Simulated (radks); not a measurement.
Initial-state core-level shifts of the manganese ion Mn+ when its valence configuration changes from [Ar] 3d5 4s1. Method: scalar-relativistic Kohn-Sham, BLYP, spin-unpolarised, spherical densities, finite nucleus; Fermi nuclear charge, rms radius 3.7057 fm; computed with a radial shooting solver on a logarithmic mesh with Libxc functionals. Shifts are changes of the shell-averaged eigenvalues in eV (positive: less bound); the change of the density at the nucleus, which sets a Mossbauer isomer shift, is in e/bohr^3, on a base of 1.327e+04.

| valence | 2s | 2p | 3s | 3p | density at nucleus |
|---|---|---|---|---|---|
| 3d4 4s2 | -7.388 | -7.307 | -6.245 | -6.033 | +10.656 |
| 3d4.5 4s1 4p0.5 | -4.168 | -4.130 | -3.693 | -3.590 | +1.522 |
| 3d5.5 4s0.5 | +3.040 | +3.006 | +2.679 | +2.593 | -4.192 |
| 3d4 4s1 4p1 | -8.742 | -8.660 | -7.621 | -7.402 | +3.298 |
| 3d5 4p1 | -1.335 | -1.337 | -1.394 | -1.391 | -6.624 |
| 3d3 4s1 4p2 | -18.964 | -18.781 | -16.007 | -15.524 | +7.538 |
| 3d3 4s2 4p1 | -17.701 | -17.523 | -14.749 | -14.277 | +16.430 |
| 3d3.5 4s1.5 4p1 | -13.038 | -12.909 | -11.088 | -10.746 | +9.442 |
| 3d6 | +5.628 | +5.565 | +5.020 | +4.861 | -7.750 |
